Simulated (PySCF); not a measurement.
## BeS and its ions

PBE; PySCF, spin-free X2C with a Gaussian nucleus, basis sets Be jorge-DZP-DKH, S jorge-DZP-DKH. Neutral (UKS): singlet (closed shell), Re = 1.770 Å, ωe = 970 cm⁻¹, De = 3.63 eV, HOMO -5.74 eV, LUMO -4.75 eV.

BeS⁺ (UKS): doublet (π ↑), Re = 1.865 Å, ωe = 835 cm⁻¹, De = 3.47 eV to Be⁺ + S. The energies at the minima are -413.78909 hartree for BeS and -413.45278 for BeS⁺.

Task: Work out the adiabatic ionisation energy, without and with harmonic zero-point energies (1 hartree = 27.2114 eV, 1 eV = 8065.5 cm⁻¹), and the change of the bond length.

Result: At PBE: 0.33631 hartree = 9.151 eV between the minima; the zero-point term (835.0 − 970.0)/2 cm⁻¹ = -0.008 eV makes it 9.143 eV. Re changes by +9.5 pm against the neutral. Minus the HOMO energy is 5.74 eV, -3.41 eV from the value between the minima; self-interaction puts the Kohn–Sham level too high, less so with exact exchange. The electron leaves a π orbital; in so polar a molecule the change of length follows mostly from the change of the ionic charges.

For an ion De counts to the pair picked by the measured ionisation energies or electron affinities, which need not be the lowest pair at this level. States were picked by a PBE0 search and need not be the measured ground states.
